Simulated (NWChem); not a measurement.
System: GeSiH5OCl; SMILES [Cl][GeH2][SiH2]O

NWChem input:

```
start job
memory heap 200 mb stack 900 mb global 1100 mb
geometry units angstroms noautoz
  O      1.358301     1.906169    -0.320203
  Si    -0.224374     1.807553     0.178046
  Ge    -0.786538    -0.506611    -0.071250
  Cl     1.219604    -1.365531     0.242669
  H      1.861191     1.092260    -0.174364
  H     -1.056988     2.691427    -0.682843
  H     -0.422334     2.186807     1.610303
  H     -1.694322    -1.157312     0.987739
  H     -1.215815    -0.972635    -1.474374
end
basis spherical
  * library pcseg-1
end
dft
  xc b3lyp
  iterations 150
  mulliken
end
task dft energy
```

Geometry: optimised at PBE0/def2-SVP. B3LYP is NWChem's, with the RPA form of VWN correlation.

Task: Give the results of this calculation. (B3LYP/pcseg-1.) Quantities: basis functions; energy (Ha); highest occupied level (eV); orbital gap (eV); dipole (D).

Result: 
| Property | Value |
|---|---|
| number of basis functions | 102 |
| energy (Ha) | -2904.82 |
| highest occupied level (eV) | -7.97 |
| orbital gap (eV) | 6.53 |
| dipole (D) | 2.28 |
